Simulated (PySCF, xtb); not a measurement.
BH3Se2, SMILES [SeH]B[SeH].

GFN2-xTB run with xtb at its own geometry gives an orbital gap of 3.46 eV and a dipole moment of 2.57 D.

Geometry: B3LYP-D3(BJ)/def2-SVP. This is a generated structure with no PubChem entry under its InChIKey; it may be hypothetical. One conformer was computed; it need not be the lowest.

What does PBE0/def2-TZVPD (PySCF) give? (An estimate is asked for; the answer gives what the named calculation found.)

gap 5.82 eV (levels -7.11 and -1.29 eV), dipole 1.03 D.
